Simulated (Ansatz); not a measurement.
A series at Sn: from `[OH][Sn]([F])([F])[F]`, ligands are replaced one by one, each step taking up H₂O and setting free H–F; n counts the steps. Ansatz, PBE0-D4/def2-TZVP geometries. Each molecule was computed in one conformer, which needn't be the lowest.

CBS adds triple-zeta CCSD(T) − MP2 to the MP2 limit, frozen cores; atoms without spin–orbit coupling. Elements past krypton have def2 core potentials. Outer-core shells of Sn are correlated without core-valence functions. Spin–orbit coupling is left out.

```tsv
n	molecule	atomization energy, CCSD(T)/CBS (kJ/mol)
0	`[OH][Sn]([F])([F])[F]`	?
1	`[OH][Sn]([OH])([F])[F]`	2493.1
2	`[OH][Sn]([OH])([OH])[F]`	2854.0
3	`[OH][Sn]([OH])([OH])[OH]`	3212.2
```

Question: By hand: fit a straight line y = ȳ + b (n − n̄) to the 3 given rows and predict n = 0.

Answer: n̄ = 2.000, ȳ = 2853.10; Σ(n − n̄)(y − ȳ) = 719.10, Σ(n − n̄)² = 2.000, so b = 359.55 kJ/mol a step. Prediction: 2853.10 + (359.55) × (-2.000) = 2134.0 kJ/mol.

Question: By hand: compare with the computed value, 2125.4 kJ/mol, and give the steps along the whole series.

Answer: The line misses by -8.6 kJ/mol (computed minus predicted). Steps: 367.7, 360.9, 358.2 kJ/mol.

The steps differ by at most 9.5 kJ/mol, 2.6 % of a mean step, so the ligands' effects nearly add and a line is close. The miss is 0.8 % of the series' range. The energies themselves are unsure by some kJ/mol a bond, though much of that is common to the series.
